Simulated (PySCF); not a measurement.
(E)-1-bromo-1-chloro-2-fluoroethene (C₂HBrClF), SMILES F/C=C(/Br)Cl.

Coordinates come from a TPSSh-D3(BJ)/def2-SVP optimisation.

These are M06-2X/def2-TZVP (PySCF) values and carry that method's errors.

Isolated molecule, no solvent.

```json
{
  "total_energy": "-3211.01404 hartree",
  "point_group": "Cs",
  "highest_occupied_level": "-8.57 eV",
  "lowest_empty_level": "0.27 eV",
  "orbital_gap": "8.84 eV",
  "dipole_moment": "1.27 D",
  "quadrupole, principal values (traceless, Buckingham form, about the centre of nuclear charge)": "-3.21, -1.54, 4.75 D·Å",
  "mean_static_polarisability": "55.4 bohr³ (8.20 Å³)",
  "polarisability_principal_values": "35.8, 61.7, 68.6 bohr³"
}
```
